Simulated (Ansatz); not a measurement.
`[F][GeH2][O][SiH3]` + H–F → `[F][GeH2][F]` + silanol at 700 K and 1 bar (ligand exchange at a Ge–O bond).

Gas-phase electronic energies from Ansatz, PBE0-D4/def2-TZVP geometries. CCSD(T)/CBS is the MP2 limit (def2-TZVPP, def2-QZVPP) plus CCSD(T) − MP2 in def2-TZVPP, frozen cores. This one scheme is used for every species. For Ge outer-core shells are correlated without core-valence functions, which leaves a few kJ/mol of doubt a bond. Scalar relativity is left out up to krypton. Each species was taken in one conformer, which may not be the lowest.

```
             species  CCSD(T)/CBS energy (Eh)  H − E (kJ/mol)  S (J/(mol·K))
`[F][GeH2][O][SiH3]`              -2543.25592           199.6          469.8
                 H–F               -100.39570            45.2          198.5
      `[F][GeH2][F]`              -2276.96403            97.5          340.8
           `O[SiH3]`               -366.69042           144.6          321.6
```

H − E and S are ideal-gas, rigid-rotor, harmonic terms from PBE0-D4/def2-TZVP, for one conformer and one mirror image of each species. 1 Eh = 2625.50 kJ/mol, R = 8.31446 J/(mol·K).

Question: By hand: ΔE, ΔH, ΔS and ΔG.

Answer: ΔE = (-2276.96403) + (-366.69042) − (-2543.25592) − (-100.39570) = -0.00283 Eh = -7.4 kJ/mol. Δ(H − E) = 97.5 + 144.6 − 199.6 − 45.2 = -2.7, so ΔH = -10.1 kJ/mol. ΔS = 340.8 + 321.6 − 469.8 − 198.5 = -5.9 J/(mol·K). ΔG = -10.1 − 700 × (-5.9)/1000 = -6.0 kJ/mol.

Question: By hand: the equilibrium constant, and the temperature at which ΔG would vanish if ΔH and ΔS stayed fixed.

Answer: log₁₀ K = −ΔG/(RT ln 10) = 0.4. ΔG = 0 at ΔH/ΔS = 1712 K, though so small a ΔS makes that figure unsure.

TΔS isn't small against ΔH here. A doubt of 5 kJ/mol in ΔE shifts log₁₀ K by 0.4 here. Other conformers and mirror images would add mixing entropy, several J/(mol·K) or more a flexible species. Modes under 60 cm⁻¹, often nearly free rotors, make the harmonic entropy too high. These are equilibria of isolated gas molecules and say nothing of rates. Largest T1 diagnostic: 0.012 (customary marks: 0.02 for closed shells, 0.045 for open ones).
